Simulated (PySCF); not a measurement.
C₂H₅NOSi.
Cartesian coordinates in Å at the PBE0-D3(BJ)/def2-SVP level; atoms count from 1:
```
atom  x, y, z in Å
N1     2.4803   -0.0471    0.0435
C2     1.3679    0.1457   -0.5430
Si3   -0.2368    0.7911    0.2464
C4    -1.5835   -0.5930    0.1301
O5    -2.0648   -1.1150    1.1026
H6     2.4223    0.2047    1.0385
H7     1.3394   -0.1009   -1.6226
H8    -0.7365    1.9722   -0.5239
H9     0.0221    1.1309    1.6748
H10   -1.9044   -0.9170   -0.9016
```

IAO charges (e) from the PBE0/pcSseg-1 density (PySCF), one withheld:

```csv
atom,bonded to,charge
N1,C2 H6,-0.3715
C2,N1 Si3 H7,?
Si3,C2 C4 H8 H9,+0.6479
C4,Si3 O5 H10,+0.0156
O5,C4,-0.3433
H6,N1,+0.2426
H7,C2,+0.1434
H8,Si3,-0.1023
H9,Si3,-0.0989
H10,C4,+0.0955
```

Question: What is the charge on C2?

Answer: The charges add up to the total charge, 0. The others sum to +0.2290, which leaves -0.2290 e for C2 (C=N carbon); the computed value is -0.2291, the difference coming from rounding.

Question: Add each hydrogen's charge to the atom that carries it.

Answer: N1 -0.1289, C2 -0.0857, Si3 +0.4467, C4 +0.1111. Atoms without hydrogen keep their charges.

Question: Across which bond do the charges differ most?

Answer: Si3–C2: +0.6479 on Si3 against -0.2291 on C2, a difference of 0.8770 e. The lower charge is on the more electronegative element of the two (Pauling values: C 2.55, Si 1.90).

Question: Take the bonds between elements whose Pauling electronegativities differ by more than 0.25. In how many does the more electronegative atom carry the lower charge?

Answer: In 9 of 9.

Question: How much positive and how much negative charge does this set hold in all?

Answer: +1.1450 e on 5 atoms and -1.1451 e on 5.

The IAO scheme projects the occupied orbitals on a minimal set of polarised atomic orbitals and counts the electrons in each atom's part of it. One conformer (not necessarily the lowest) at the PBE0-D3(BJ)/def2-SVP geometry, without solvent, vibrations or thermal averaging.
